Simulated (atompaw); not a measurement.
## An all-electron radial function and its pseudo partner (Sm (Z = 62))

Columns: radius, all-electron u(r) and pseudo u(r) of the 5p shell (level -23.23 eV) of samarium in the configuration [Kr] 4d10 4f6 5s2 5p6 5d0 6s2 6p0; PBE, scalar-relativistic, PAW (atompaw) scheme, atompaw 4.2.0.5.

| r (bohr) | all-electron | pseudo |
| --- | --- | --- |
| 0.115 | 0.0989 | 0.0079 |
| 0.231 | 0.2238 | 0.0315 |
| 0.346 | -0.2179 | 0.0693 |
| 0.462 | -0.4511 | 0.1199 |
| 0.577 | -0.3660 | 0.1802 |
| 0.692 | -0.1105 | 0.2475 |
| 0.808 | 0.1858 | 0.3192 |
| 0.923 | 0.4459 | 0.3908 |
| 1.038 | 0.6454 | 0.4595 |
| 1.154 | 0.7821 | 0.5226 |
| 1.269 | 0.8610 | 0.5763 |
| 1.385 | 0.8942 | 0.6193 |
| 1.500 | 0.8923 | 0.6492 |
| 1.615 | 0.8656 | 0.6655 |
| 1.731 | 0.8217 | 0.6680 |
| 1.846 | 0.7679 | 0.6574 |
| 1.962 | 0.7080 | 0.6346 |
| 2.077 | 0.6468 | 0.6020 |
| 2.192 | 0.5862 | 0.5617 |
| 2.308 | 0.5273 | 0.5159 |
| 2.423 | 0.4722 | 0.4680 |
| 2.538 | 0.4210 | 0.4200 |
| 2.654 | 0.3737 | 0.3735 |
| 2.769 | 0.3309 | 0.3309 |
| 2.885 | 0.2921 | 0.2921 |
| 3.000 | 0.2575 | 0.2575 |

Question: How many radial nodes do the two functions have?

Answer: The all-electron 5p function has n − l − 1 = 3 (the table is too coarse to show those close to the nucleus); the pseudo-wave has 0, since the states of the same l below it are removed with the core.

Question: Is the pseudo-wave norm-conserving?

Answer: No, it belongs to a PAW set: the norm inside the radius is not constrained, and the difference is carried by the augmentation charge.
